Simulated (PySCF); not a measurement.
Mg(F)(SMe) (CH3FMgS), SMILES C[S][Mg][F]. Atoms are numbered in the order given.

```xyz
7

Mg     0.1115    -1.0538     0.0000
F     -0.3137    -2.7597     0.0000
S      0.6832     1.1686     0.0000
C     -0.9415     2.0185     0.0000
H     -1.5324     1.7889     0.8977
H     -0.7331     3.0971     0.0000
H     -1.5324     1.7889    -0.8977
```
Charge 0, spin multiplicity 1.

Geometry: PBE0-D3(BJ)/def2-SVP. One conformer was computed; it need not be the lowest.

These are r2SCAN/def2-TZVPD (PySCF) values and carry that method's errors.

Mulliken values depend strongly on the basis, most of all with diffuse functions as here. ESP charges are fitted to the potential on shells at 1.4 to 2.0 van der Waals radii. Atomic charges (e):

| atom | ESP fit | meta-Löwdin | Mulliken |
|---|---|---|---|
| Mg1 | 1.03 | 1.53 | 1.03 |
| F2 | -0.59 | -0.87 | -0.68 |
| S3 | -0.54 | -0.66 | -0.57 |
| C4 | -0.30 | -0.39 | -0.32 |
| H5 | 0.10 | 0.12 | 0.21 |
| H6 | 0.19 | 0.14 | 0.12 |
| H7 | 0.10 | 0.12 | 0.21 |
